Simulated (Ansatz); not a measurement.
`CB[SiH2]S` + `CNC` → `CBN(C)C` + `[SiH3]S` at 400 K and 1 bar (cleavage of the B–Si bond).

Isolated molecules relaxed with PBE0-D4/def2-TZVP in Ansatz; ΔE leaves out vibrations. CCSD(T)/CBS is the MP2 limit (def2-TZVPP, def2-QZVPP) plus CCSD(T) − MP2 in def2-TZVPP, frozen cores. Each species was taken in one conformer, which may not be the lowest.

```tsv
species	CCSD(T)/CBS energy (Eh)	H − E (kJ/mol)	S (J/(mol·K))
`CB[SiH2]S`	-753.91845	231.3	393.6
`CNC`	-135.00321	264.6	293.2
`CBN(C)C`	-199.71235	383.5	373.5
`[SiH3]S`	-689.27336	109.8	293.0
```

H − E and S are ideal-gas, rigid-rotor, harmonic terms from PBE0-D4/def2-TZVP, for one conformer and one mirror image of each species. 1 Eh = 2625.50 kJ/mol, R = 8.31446 J/(mol·K).

Task: By hand: ΔE, ΔH, ΔS and ΔG.

Result: ΔE = (-199.71235) + (-689.27336) − (-753.91845) − (-135.00321) = -0.06405 Eh = -168.2 kJ/mol. Δ(H − E) = 383.5 + 109.8 − 231.3 − 264.6 = -2.6, so ΔH = -170.8 kJ/mol. ΔS = 373.5 + 293.0 − 393.6 − 293.2 = -20.3 J/(mol·K). ΔG = -170.8 − 400 × (-20.3)/1000 = -162.7 kJ/mol.

Task: By hand: the equilibrium constant, and the temperature at which ΔG would vanish if ΔH and ΔS stayed fixed.

Result: log₁₀ K = −ΔG/(RT ln 10) = 21.2. ΔG = 0 at ΔH/ΔS = 8414 K, far beyond where these terms or the molecules hold.

ΔH outweighs TΔS. A doubt of 5 kJ/mol in ΔE shifts log₁₀ K by 0.7 here. Other conformers and mirror images would add mixing entropy, several J/(mol·K) or more a flexible species. Modes under 60 cm⁻¹, often nearly free rotors, make the harmonic entropy too high. These are equilibria of isolated gas molecules and say nothing of rates. Largest T1 diagnostic: 0.012 (customary marks: 0.02 for closed shells, 0.045 for open ones).
